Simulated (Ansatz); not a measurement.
CH$_{5}$F$_{2}$NSi, SMILES `N[SiH](F)CF`, relaxed with RKS PBE0-D4/def2-TZVP in the Gaussian-basis code of Ansatz from a PBE-D4/def2-SVP geometry. The force threshold is 0.005 eV/Å; the program also tests the step.

The species carries charge 0 and has multiplicity 1.

Start:

```xyz
10

N    -0.864   -0.768    1.090
Si    0.615   -0.202    0.425
F     1.354    0.985    1.300
C     0.119    0.536   -1.258
F    -1.112    1.192   -1.106
H    -0.923   -1.237    1.996
H    -1.697   -0.207    0.893
H     1.628   -1.301    0.327
H     0.010   -0.262   -2.028
H     0.872    1.263   -1.637
```

**Question.** How much energy does the relaxation release, and in how many steps? (An estimate is asked.)

**Answer.** The calculation gave: 7.52 kJ/mol, in 8 steps.

**Question.** Which bonds change most? (Best estimate.)

**Answer.** The calculation gave: Si2–F3 from 1.650 to 1.605 Å; N1–Si2 from 1.717 to 1.691 Å; C4–H9 from 1.114 to 1.095 Å; C4–H10 from 1.113 to 1.094 Å.

**Question.** Give the relaxed structure. (Estimate.)

**Answer.** Ansatz gave: 
```xyz
10

N    -0.854   -0.737    1.117
Si    0.585   -0.176    0.426
F     1.318    0.982    1.260
C     0.136    0.537   -1.260
F    -1.077    1.225   -1.167
H    -0.876   -1.303    1.948
H    -1.712   -0.229    0.977
H     1.573   -1.275    0.333
H     0.014   -0.259   -2.003
H     0.893    1.234   -1.631
```
